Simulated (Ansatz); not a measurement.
A nudged elastic band was laid between two geometries of AlF$_{2}$H$_{3}$O$_{2}$ (8 atoms, charge 0, multiplicity 1).

These are results of Ansatz, RHF/def2-SVP, not measurements.

```yaml
movable_images: 7
climbing_image: yes
spring: 5.0 eV/Å²
optimiser: quadratic models (default)
start_path: through a guess of the saddle point
force_threshold: 0.05 eV/Å
iteration_limit: 60
end_points: relaxed
```

First end point:

```xyz
8
Properties=species:S:1:pos:R:3
Al -0.110 0.038 0.062
O -0.160 -0.089 1.783
H -0.567 -0.711 2.359
O 1.224 -0.429 -0.836
H 2.118 -0.621 -0.625
F -1.566 0.084 -0.713
F 0.164 1.947 0.616
H 0.056 1.687 1.505
```

Last end point:

```xyz
8
Properties=species:S:1:pos:R:3
Al 0.109 0.461 -0.078
O -0.077 0.176 1.856
H -0.836 -0.342 2.101
O 1.558 -0.214 -0.595
H 1.772 -0.978 -1.096
F -1.321 -0.302 -0.454
F 0.042 2.115 0.067
H -0.087 0.989 2.351
```

Problem. What changes between the two ends?

Solution. Bonds broken: F7–H8. Bonds formed: O2–H8.

Problem. Give the energies along the band, and the barrier.

Solution. It converged. The highest image is number 3 of 0 to 8, 10.1 kJ/mol above the first end and 123.7 kJ/mol above the last; the last end lies 113.6 kJ/mol below the first. Beside the main top the profile has a ripple of under 15 meV (maxima at images 3, 7), which may be a very shallow well or noise. A vibrational analysis at the climbing image gives one clearly imaginary mode, 885i cm⁻¹: a first-order saddle point. The orbitals stay closed-shell, which can raise the energy where a bond breaks towards radicals; this wasn't checked here.

```json
{"image": "0", "path coordinate (Å)": "0.00", "energy (kJ/mol)": "0.0", "F7–H8 (Å)": "0.93", "O2–H8 (Å)": "1.81"}
{"image": "1", "path coordinate (Å)": "0.20", "energy (kJ/mol)": "0.8", "F7–H8 (Å)": "0.94", "O2–H8 (Å)": "1.71"}
{"image": "2", "path coordinate (Å)": "0.40", "energy (kJ/mol)": "4.5", "F7–H8 (Å)": "0.97", "O2–H8 (Å)": "1.53"}
{"image": "3", "path coordinate (Å)": "0.60", "energy (kJ/mol)": "10.1", "F7–H8 (Å)": "1.06", "O2–H8 (Å)": "1.31"}
{"image": "4", "path coordinate (Å)": "1.15", "energy (kJ/mol)": "-84.0", "F7–H8 (Å)": "1.70", "O2–H8 (Å)": "0.97"}
{"image": "5", "path coordinate (Å)": "1.69", "energy (kJ/mol)": "-111.7", "F7–H8 (Å)": "2.32", "O2–H8 (Å)": "0.95"}
{"image": "6", "path coordinate (Å)": "2.23", "energy (kJ/mol)": "-113.4", "F7–H8 (Å)": "2.64", "O2–H8 (Å)": "0.95"}
{"image": "7", "path coordinate (Å)": "2.77", "energy (kJ/mol)": "-112.3", "F7–H8 (Å)": "2.74", "O2–H8 (Å)": "0.95"}
{"image": "8", "path coordinate (Å)": "3.31", "energy (kJ/mol)": "-113.6", "F7–H8 (Å)": "2.55", "O2–H8 (Å)": "0.95"}
```

Problem. What is the geometry of the highest image?

Solution. 
```xyz
8
Properties=species:S:1:pos:R:3
Al -0.074 0.121 0.000
O -0.118 0.006 1.788
H -0.689 -0.431 2.397
O 1.235 -0.454 -0.862
H 2.158 -0.541 -0.715
F -1.570 0.046 -0.685
F 0.186 1.867 0.678
H 0.029 1.291 1.551
```

Time of the run: 5.1 min on 1 thread of Arm Neoverse V1, with other jobs on the host, peak memory 0.15 GiB.
